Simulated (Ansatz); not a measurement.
Reaction (cleavage of the Si–Si bond): `O[Si@H](F)[Si@H](O)F` + NH₃ → `N[SiH](O)F` + `O[SiH2]F`

Program: Ansatz. Geometries: PBE0-D4/def2-TZVP. ΔE: electronic, gas phase. CCSD(T)/CBS is the MP2 limit (def2-TZVPP, def2-QZVPP) plus CCSD(T) − MP2 in def2-TZVPP, frozen cores. This one scheme is used for every species. Each species was taken in one conformer, which may not be the lowest.

`O[Si@H](F)[Si@H](O)F`:

Z-matrix (Å, degrees):
```
Si
F 1 1.602
Si 1 2.365 2 107.5
O 1 1.639 2 110.5 3 -119.9
H 1 1.480 2 107.8 3 125.7
O 3 1.639 1 109.8 2 -124.8
F 3 1.602 1 107.5 2 114.9
H 3 1.480 1 116.0 2 -5.7
H 4 0.959 1 118.5 2 68.0
H 6 0.959 3 118.5 1 -50.5
```

NH₃:

Z-matrix (Å, degrees):
```
N
H 1 1.013
H 1 1.013 2 107.1
H 1 1.013 2 107.1 3 -114.5
```

`N[SiH](O)F`:

Z-matrix (Å, degrees):
```
Si
O 1 1.629
F 1 1.596 2 112.6
N 1 1.699 2 110.7 3 116.3
H 1 1.474 2 104.5 3 -115.6
H 2 0.959 1 117.0 3 -71.5
H 4 1.007 1 120.5 2 -153.1
H 4 1.006 1 121.6 2 56.5
```

`O[SiH2]F`:

```xyz
6

O     0.743    0.994    0.282
Si   -0.192   -0.328    0.102
F     0.424   -1.319   -0.987
H     0.763    1.649   -0.417
H    -0.191   -1.018    1.405
H    -1.547    0.022   -0.385
```

```
               species  CCSD(T)/CBS(def2) energy (Eh)
`O[Si@H](F)[Si@H](O)F`                     -930.73057
                   NH₃                      -56.50880
          `N[SiH](O)F`                     -521.31725
            `O[SiH2]F`                     -465.96250
```

(1) Work out ΔE.

Largest T1 diagnostic among the species: 0.013.

Results:

(1) ΔE = (-521.31725) + (-465.96250) − (-930.73057) − (-56.50880) = -0.04038 Eh = -106.0 kJ/mol.

Leaving LDA and LC-ωPBE aside and taking each functional with its dispersion term where it has one, the values, not all of them listed here, spread over 29.4 kJ/mol, from BHLYP-D4 to revPBE-D4. LDA lies −10.1 kJ/mol from PBE without D4. In def2-TZVPP, CCSD(T) changes the Hartree–Fock value by +18.7 kJ/mol (the triples alone add +3.1 kJ/mol) and MP2 by +11.3 kJ/mol.
